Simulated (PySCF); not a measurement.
1-fluorobuta-1,2-diene (C₄H₅F), SMILES CC=C=CF.

Geometry optimised at PBE0-D3(BJ)/def2-SVP.

Calculation: TDA-PBE/def2-SVPD in PySCF.

Vertical excitations. Isolated molecule, no solvent.

Computed UV-visible absorptions:
```json
[
 {"state": "S1", "energy (eV)": "4.82", "λ (nm)": "257", "f": "0.001", "main pairs": "HOMO→LUMO 100 %"},
 {"state": "S2", "energy (eV)": "6.19", "λ (nm)": "200", "f": "0.002", "main pairs": "HOMO−1→LUMO+1 84 %"},
 {"state": "S3", "energy (eV)": "6.23", "λ (nm)": "199", "f": "0.031", "main pairs": "HOMO→LUMO+2 48 %, HOMO→LUMO+1 32 %, HOMO−1→LUMO+1 15 %"},
 {"state": "S4", "energy (eV)": "6.85", "λ (nm)": "181", "f": "0.084", "main pairs": "HOMO−1→LUMO 35 %, HOMO→LUMO+2 18 %, HOMO→LUMO+3 17 %, HOMO−1→LUMO+2 16 %"},
 {"state": "S5", "energy (eV)": "7.06", "λ (nm)": "176", "f": "0.046", "main pairs": "HOMO→LUMO+3 61 %, HOMO−1→LUMO+2 34 %"},
 {"state": "S6", "energy (eV)": "7.20", "λ (nm)": "172", "f": "0.028", "main pairs": "HOMO−1→LUMO+2 35 %, HOMO→LUMO+4 24 %, HOMO→LUMO+3 18 %, HOMO→LUMO+2 8 %"},
 {"state": "S7", "energy (eV)": "7.33", "λ (nm)": "169", "f": "0.173", "main pairs": "HOMO→LUMO+4 59 %, HOMO−1→LUMO+2 13 %, HOMO−1→LUMO 13 %"},
 {"state": "S8", "energy (eV)": "7.61", "λ (nm)": "163", "f": "0.008", "main pairs": "HOMO−2→LUMO 91 %"},
 {"state": "S9", "energy (eV)": "7.71", "λ (nm)": "161", "f": "0.022", "main pairs": "HOMO−1→LUMO+3 81 %"},
 {"state": "S10", "energy (eV)": "7.96", "λ (nm)": "156", "f": "0.190", "main pairs": "HOMO−1→LUMO+4 56 %, HOMO→LUMO+5 12 %, HOMO→LUMO+1 9 %"},
 {"state": "T1", "energy (eV)": "4.34", "λ (nm)": "286", "f": "0", "main pairs": "HOMO−1→LUMO 87 %"},
 {"state": "T2", "energy (eV)": "4.40", "λ (nm)": "282", "f": "0", "main pairs": "HOMO→LUMO 99 %"},
 {"state": "T3", "energy (eV)": "4.62", "λ (nm)": "268", "f": "0", "main pairs": "HOMO→LUMO+1 84 %"},
 {"state": "T4", "energy (eV)": "5.86", "λ (nm)": "212", "f": "0", "main pairs": "HOMO−1→LUMO+1 99 %"}
]
```
Triplets are in the Tamm–Dancoff approximation.
